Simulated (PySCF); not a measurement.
## Bi²⁺ (bismuth, charge +2) across methods

[Xe] 4f14 5d10 6s2 6p1, 2P determinant. All numbers are calculated (PySCF 2.14, scalar relativity through the core potential, in aug-cc-pwCVDZ-PP with ECP60MDF (6s5p4d1f, 48 functions)).

```
 method  E (hartree)  mean ε 6s α (eV)  mean ε 6s β (eV)  mean ε 6p α (eV)  Σ⟨r²⟩ (bohr²)   ⟨S²⟩
  HSE06    -213.7132           -31.820           -30.852           -20.253          42.76  0.751
  wB97X    -213.7553           -34.689           -33.786           -22.722          42.64  0.751
    UHF   -212.72700           -35.201           -33.038           -23.291          43.14  0.756
    PBE    -213.7406           -30.914           -30.232           -19.572          42.75  0.751
   MN15    -213.2873           -33.611           -32.622           -21.385          42.73  0.752
   PBE0    -213.7165           -32.254           -31.228           -20.678          42.72  0.752
wB97X-V    -213.6908           -34.706           -33.655           -22.829          42.71  0.752
    LDA    -213.4135           -31.290           -30.711           -19.689          42.77  0.750
 r2SCAN    -213.8080           -31.272           -30.360           -19.909          42.62  0.753
```

Energies and moments cover only the electrons outside the core potential. Spin-orbit coupling, absent here, splits the open shell strongly.
